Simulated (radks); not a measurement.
The numbers below are computed, except where a source is named.
Species: Gd59+. Configuration: [He] 2s2 2p1.

Code: a radial shooting solver on a logarithmic mesh with Libxc functionals. Model: Dirac Kohn-Sham, PBE, spin-unpolarised, spherical densities, point nucleus; open shells are shared between the two j in proportion to 2j + 1.

Energy parts (hartree):
part                       energy
total                  -5819.3259
kinetic                 6578.7397
electron-nucleus      -12557.3664
Hartree                  224.8367
exchange-correlation     -65.5359

Orbitals (lengths in bohr, moments of r in powers of bohr; r(max) is where P^2 peaks):
| orbital | occ. | eigenvalue (hartree) | r(max) | <r^2> |
|---|---|---|---|---|
| 1s1/2 | 2 | -2070.344 | 0.01389 | 0.0006494 |
| 2s1/2 | 2 | -499.5408 | 0.07699 | 0.009302 |
| 2p1/2 | 0.333333 | -492.0517 | 0.05765 | 0.006606 |
| 2p3/2 | 0.666667 | -463.2250 | 0.06310 | 0.007643 |
| 3s1/2 | 0 | -213.7141 | 0.1992 | 0.04883 |
| 3p1/2 | 0 | -211.2915 | 0.1837 | 0.04295 |
| 3p3/2 | 0 | -202.9631 | 0.1929 | 0.04681 |

The highest occupied level is 2p3/2 at -12605.0 eV. Summed over all electrons, <r^2> = 0.02720 bohr^2, which gives a Langevin (diamagnetic) susceptibility term of -0.0215 x 10^-6 cm^3/mol.
